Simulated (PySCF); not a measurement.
# Ti3, singlet: computed properties

All numbers come from PBE0 in PySCF with Ti def2-TZVP; no relativity; density-fitted integrals.

The structure is a minimum.

```
Point group                                                                   : D3h
Bond lengths                                                                  : Ti–Ti 2.312 Å (×3)
Bond angles                                                                   : Ti–Ti–Ti 60.0° (×3)
Enthalpy at 298.15 K above 0 K                                                : 13.03 kJ/mol
Lowest empty level                                                            : -1.73 eV
Principal quadrupole moments (Buckingham, traceless) about the centre of mass : -7.48, 3.74, 3.74 D Å
Principal polarisabilities                                                    : 120.5, 223.1, 223.1 bohr³
Entropy at 298.15 K and 1 bar                                                 : 284.4 J/(mol K)
Highest occupied level                                                        : -3.61 eV
Heat capacity Cp at 298.15 K                                                  : 53.7 J/(mol K)
Rotational symmetry number                                                    : 6
Rotational constants                                                          : 0.1315, 0.1315, 0.06576 cm⁻¹
Dipole moment                                                                 : 0.00 D
Atomisation energy without zero-point energy                                  : 143 kJ/mol
Zero-point energy                                                             : 5.8 kJ/mol
```

Harmonic modes (masses in u: Ti 47.948):
```tsv
symmetry	ω (cm⁻¹)	IR (km/mol, summed over degenerate members)
e'	290	0.9
a1'	389	0.0
```

In D3h the vibrations span e' + a1'. The a1' mode carries no infrared intensity, as symmetry demands.

Charges (e):
| atom | Mulliken | Löwdin | polar tensor | Mayer order to Ti1 |
| --- | --- | --- | --- | --- |
| Ti1 | 0.00 | 0.00 | 0.00 | – |
| Ti2,3 | 0.00 | 0.00 | 0.00 | 2.30 |
Other Mayer orders above 0.3: Ti–Ti 2.30.

Mulliken populations on Ti1: s 6.98, p 12.20, d 2.81, f 0.01.

Other isomers or separated fragments may lie lower. At this level a broken-symmetry Ms = 1 minimum of Cs symmetry lies 121 kJ/mol below this structure. At the minimum of this search the closed-shell solution is unstable towards spin polarisation, so a lower open-shell solution exists.

The final relaxation and frequency run took 32 s on 4 threads of a shared Arm Neoverse V2 host, with 135 basis functions and 6 gradients; the process peaked at 1.1 GiB. Launch command: `OMP_NUM_THREADS=4 python axn.py task.json out`.
